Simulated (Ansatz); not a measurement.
A nudged elastic band was laid between two geometries of ClH3Sn + H4Si (10 atoms, charge 0, multiplicity 1).

These are results of RKS PBE-D4/def2-SVP (Ansatz 0.2.0), not measurements.

- movable images: 7
- climbing image: yes
- spring: 0.1 eV/Å²
- optimiser: quadratic models (default)
- start path: through a guess of the saddle point
- force threshold: 0.03 eV/Å
- iteration limit: 60
- end points: relaxed

Image 0:

```xyz
10
Properties=species:S:1:pos:R:3
Sn -0.320 -0.640 -0.162
H -0.610 -1.027 1.492
H 1.354 -0.501 -0.544
Cl -1.271 1.519 -0.511
H -1.161 -1.687 -1.242
Si 1.358 2.975 1.432
H 2.494 3.575 2.219
H 1.672 3.077 -0.031
H 0.089 3.707 1.763
H 1.233 1.527 1.825
```

Image 8:

```xyz
10
Properties=species:S:1:pos:R:3
Sn 0.243 0.512 -0.614
H -0.005 -0.057 2.883
H 1.412 -0.138 -1.712
Cl -1.479 1.437 -1.989
H -0.517 -0.767 0.270
Si 1.075 2.503 0.806
H 2.235 2.080 1.666
H 1.515 3.598 -0.124
H -0.046 2.992 1.676
H 0.403 0.366 3.379
```

Q: What changes between the two ends?

A: Bonds broken: Sn1–H2, Si6–H10. Bonds formed: Sn1–Si6, H2–H10. ClH3Sn + H4Si becomes ClH5SiSn + H2.

Q: What energy profile does the band end with?

A: It converged. The highest image is number 4 of 0 to 8, 2.41 eV above the first end and 2.49 eV above the last; the last end lies 0.07 eV below the first. Beside the main top the profile has a ripple of under 15 meV (maxima at images 4, 7), which may be a very shallow well or noise. Neighbouring images differ by up to 2.3 eV, so the band resolves the path poorly. Another band between the same ends (7 images) ends at a top of the same energy, where a vibrational analysis finds 1 clearly imaginary mode. The orbitals stay closed-shell, which can raise the energy where a bond breaks towards radicals; this wasn't checked here.

```csv
image,path coordinate (Å),energy (eV),Sn1–H2 (Å),Si6–H10 (Å),Sn1–Si6 (Å)
0,0.00,0.00,1.72,1.51,4.29
1,1.44,0.01,1.72,1.50,4.54
2,2.86,0.04,1.72,1.50,4.35
3,4.15,0.63,1.74,1.50,3.64
4,5.44,2.41,1.98,1.85,2.92
5,6.74,0.07,2.75,2.77,2.59
6,8.04,-0.07,3.36,3.74,2.58
7,9.35,-0.07,3.54,3.56,2.58
8,10.66,-0.07,3.55,3.41,2.58
```

Q: What is the geometry of the highest image?

A: 
```xyz
10
Properties=species:S:1:pos:R:3:forces:R:3
Sn 0.028 0.088 -0.066 0.00 0.00 0.00
H 1.027 -0.571 1.515 0.00 0.00 0.00
H 1.240 -0.555 -1.089 0.00 0.00 0.00
Cl -0.892 1.833 -1.556 0.00 0.00 0.00
H -1.426 -0.514 0.608 0.00 0.00 0.00
Si 0.898 2.545 1.247 0.00 0.00 0.00
H 1.707 2.604 2.523 0.00 0.00 0.00
H 1.685 3.179 0.139 0.00 0.00 0.00
H -0.427 3.208 1.478 0.00 0.00 0.00
H 0.997 0.709 1.443 0.00 0.00 0.00
```

Time of the run: 5.7 min on 2 threads of Arm Neoverse V1 (shared host), peak memory 0.14 GiB.
